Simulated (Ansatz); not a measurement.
`C[O][Sn][O]C` + CH₄ → `C[O][Sn][CH3]` + CH₃OH at 500 K and 1 bar (formal exchange of groups at the Sn–O bond).

Computed with Ansatz on PBE0-D4/def2-TZVP structures; ΔE is electronic, products minus reactants. CCSD(T)/CBS adds triple-zeta CCSD(T) − MP2 to the extrapolated MP2 energy (def2 sets, frozen cores). This one scheme is used for every species. Elements past krypton have def2 core potentials. For Sn outer-core shells are correlated without core-valence functions, which leaves a few kJ/mol of doubt a bond. Each species was taken in one conformer, which may not be the lowest.

| species | CCSD(T)/CBS energy (Eh) | H − E (kJ/mol) | S (J/(mol·K)) |
| --- | --- | --- | --- |
| `C[O][Sn][O]C` | -444.11438 | 264.7 | 443.9 |
| CH₄ | -40.46206 | 135.6 | 206.8 |
| `C[O][Sn][CH3]` | -368.91992 | 243.0 | 411.2 |
| CH₃OH | -115.61712 | 157.0 | 265.4 |

H − E and S are ideal-gas, rigid-rotor, harmonic terms from PBE0-D4/def2-TZVP, for one conformer and one mirror image of each species. 1 Eh = 2625.50 kJ/mol, R = 8.31446 J/(mol·K).

Q: By hand: ΔE, ΔH, ΔS and ΔG.

A: ΔE = (-368.91992) + (-115.61712) − (-444.11438) − (-40.46206) = 0.03940 Eh = 103.4 kJ/mol. Δ(H − E) = 243.0 + 157.0 − 264.7 − 135.6 = -0.3, so ΔH = 103.1 kJ/mol. ΔS = 411.2 + 265.4 − 443.9 − 206.8 = 25.9 J/(mol·K). ΔG = 103.1 − 500 × (25.9)/1000 = 90.1 kJ/mol.

Q: By hand: the equilibrium constant, and the temperature at which ΔG would vanish if ΔH and ΔS stayed fixed.

A: log₁₀ K = −ΔG/(RT ln 10) = -9.4. ΔG = 0 at ΔH/ΔS = 3981 K, far beyond where these terms or the molecules hold.

ΔH outweighs TΔS. A doubt of 5 kJ/mol in ΔE shifts log₁₀ K by 0.5 here. Other conformers and mirror images would add mixing entropy, several J/(mol·K) or more a flexible species. Modes under 60 cm⁻¹, often nearly free rotors, make the harmonic entropy too high. These are equilibria of isolated gas molecules and say nothing of rates. Largest T1 diagnostic: 0.017 (customary marks: 0.02 for closed shells, 0.045 for open ones).
